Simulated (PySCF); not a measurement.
C3H6O2Si, SMILES [SiH2]1OC(CC1)=O.

The structure is a stationary point at B3LYP-D3(BJ)/def2-SVP. Other conformers were not sampled.

The numbers are results of PBE/def2-TZVP run with PySCF, not measurements.

Gas-phase values at a fixed geometry.

Computed frontier levels, gap, dipole moment and polarisability:
```
Quantity                                                                                                        Value
---------------------------------------------------------------------------------------------  ----------------------
highest occupied level                                                                                       -6.33 eV
lowest empty level                                                                                           -1.06 eV
orbital gap                                                                                                   5.27 eV
dipole moment                                                                                                  4.26 D
quadrupole, principal values (traceless, Buckingham form, about the centre of nuclear charge)   -8.24, 3.60, 4.64 D·Å
mean static polarisability                                                                       64.9 bohr³ (9.62 Å³)
polarisability, principal values                                                               52.8, 62.6, 79.2 bohr³
```
